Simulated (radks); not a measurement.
Valence configurations of neutral molybdenum (all share [Kr]). All-electron calculation, scalar-relativistic Kohn-Sham, LDA (Slater exchange, Perdew-Wang correlation), spin-unpolarised, spherical densities, finite nucleus; Fermi nuclear charge, rms radius 4.4091 fm. Program: a radial shooting solver on a logarithmic mesh with Libxc functionals. Energies are relative to 4d5 5s1; eigenvalues in eV.

| valence | E (eV) | e(4d) | e(5p) | e(5s) |
|---|---|---|---|---|
| 4d4.5 5s1.5 | -0.067 | -4.815 | - | -4.684 |
| 4d5 5s1 | 0.000 | -3.933 | - | -4.322 |
| 4d4 5s2 | 0.145 | -5.798 | - | -5.074 |
| 4d5.5 5s0.5 | 0.307 | -3.163 | - | -3.995 |
| 4d6 | 0.817 | -2.514 | - | - |
| 4d4.5 5s1 5p0.5 | 1.621 | -5.472 | -1.731 | -5.153 |
| 4d5 5p1 | 3.241 | -5.199 | -1.892 | - |
| 4d4.5 5s0.5 5p1 | 3.358 | -6.083 | -2.051 | -5.575 |
| 4d4 5s1 5p1 | 3.763 | -7.061 | -2.223 | -5.940 |
| 4d3 5s1 5p2 | 9.788 | -10.369 | -3.120 | -7.424 |

NIST lists [Kr] 4d5 5s1 as the ground configuration; this level of theory puts 4d4.5 5s1.5 lower, by 0.067 eV. The energies are those of spherical spin-averaged densities, not of single terms.
